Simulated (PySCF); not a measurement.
Isomers of C7H9F, one GFN2-xTB conformer each. Single-point energies are computed at PBE0/pcSseg-1 (PySCF, gas phase, no added dispersion term), electronic only.

Task: Rank them by PBE0/pcSseg-1 energy, lowest first (kcal/mol).
A. `[CH2:1]=[CH:2]/[CH:3]=[CH:4]\[C@H:5]([F:6])[CH:7]=[CH2:8]` with C1–C2–C3–C4 -177°, C3–C4–C5–F6 -157°, C4–C5–C7–C8 113°
B. `[CH2:1]=[C:2]([CH3:3])[C@@H:4]1[C@H:5]2[C@@H:6]([F:7])[C@@H:8]12` with C1–C2–C4–C5 36°
C. `[CH3:1][C:2]1=[CH:3][CH2:4][C@H:5]([F:6])[CH:7]=[CH:8]1` with C2–C3–C4–C5 -28°, C3–C4–C5–F6 163°, C4–C5–C7–C8 -31°, C1–C2–C8–C7 -168°
D. `[CH2:1]=[CH:2][C:3](=[CH2:4])/[CH:5]=[CH:6]/[CH2:7][F:8]` with C1–C2–C3–C4 150°, C2–C3–C5–C6 -30°, C5–C6–C7–F8 -3°
E. `C[C@]12[C@@H]3C[C@@]1(F)C[C@@H]32`
F. `[CH2:1]=[CH:2][CH2:3][C:4]1([CH2:5][F:6])[CH:7]=[CH:8]1` with C1–C2–C3–C4 112°, C2–C3–C4–C5 82°, C3–C4–C5–F6 69°
G. `[F:1][C@@H:2]1[CH:3]=[CH:4][CH:5]=[CH:6][CH2:7][CH2:8]1` with F1–C2–C3–C4 -170°, C3–C4–C5–C6 16°, C5–C6–C7–C8 10°, C6–C7–C8–C2 -58°
H. `[CH:1]#[C:2][C@@H:3]1[CH2:4][CH2:5][C@H:6]1[CH2:7][F:8]` with C5–C6–C7–F8 -76°, C2–C3–C4–C5 -130°, C3–C4–C5–C6 11°, C4–C5–C6–C7 -130°, C2–C3–C6–C5 131°

Result: C (0.0), G (3.8), D (28.5), A (29.2), E (31.7), B (43.2), H (45.0), F (60.6).

As drawn, the highest has a three-membered ring and a quaternary carbon, which the lowest lacks. Neighbours under 2.5 kcal/mol apart (C=CC(=C)/C=C/CF and C=C/C=C\[C@H](F)C=C; C=C/C=C\[C@H](F)C=C and C[C@]12[C@@H]3C[C@@]1(F)C[C@@H]32; C=C(C)[C@@H]1[C@H]2[C@@H](F)[C@@H]12 and C#C[C@@H]1CC[C@H]1CF) can change places with a better method, another conformer or zero-point energy. GFN2-xTB itself gives, in the same order: 0.0, 5.2, 35.7, 38.8, 15.4, 42.4, 30.5, 61.8. Both levels put the same isomer lowest; measured from each level's own lowest isomer, the values differ by up to 16.3 kcal/mol (C[C@]12[C@@H]3C[C@@]1(F)C[C@@H]32: 15.4 against 31.7).

Task: Which frontier levels, dipoles and rotational constants go with these structures?

Result: 
```csv
SMILES,"HOMO (eV, PBE0/pcSseg-1)",LUMO (eV),dipole (D),"A, B, C (MHz)"
CC1=CC[C@H](F)C=C1,-6.41,-0.95,2.02,"4948, 1398, 1129"
F[C@@H]1C=CC=CCC1,-6.61,-1.00,1.88,"3345, 1846, 1263"
C=CC(=C)/C=C/CF,-6.49,-0.96,1.74,"3581, 1118, 892.2"
C=C/C=C\[C@H](F)C=C,-6.89,-1.14,1.81,"4130, 1040, 912.8"
C[C@]12[C@@H]3C[C@@]1(F)C[C@@H]32,-7.09,1.62,1.75,"2826, 2354, 1941"
C=C(C)[C@@H]1[C@H]2[C@@H](F)[C@@H]12,-7.07,0.14,1.88,"4752, 1261, 1080"
C#C[C@@H]1CC[C@H]1CF,-7.75,0.93,1.50,"3353, 1306, 1025"
C=CCC1(CF)C=C1,-7.19,-0.26,1.90,"3067, 1455, 1137"
```

Task: As an exercise, what shares would exp(−E/RT) give at 1000 K from these electronic energies alone (no entropy, no degeneracies)?

Result: RT = 1.987 kcal/mol: CC1=CC[C@H](F)C=C1 87.4 %, F[C@@H]1C=CC=CCC1 12.6 %, C=CC(=C)/C=C/CF under 0.1 %, C=C/C=C\[C@H](F)C=C under 0.1 %, C[C@]12[C@@H]3C[C@@]1(F)C[C@@H]32 under 0.1 %, C=C(C)[C@@H]1[C@H]2[C@@H](F)[C@@H]12 under 0.1 %, C#C[C@@H]1CC[C@H]1CF under 0.1 %, C=CCC1(CF)C=C1 under 0.1 %.
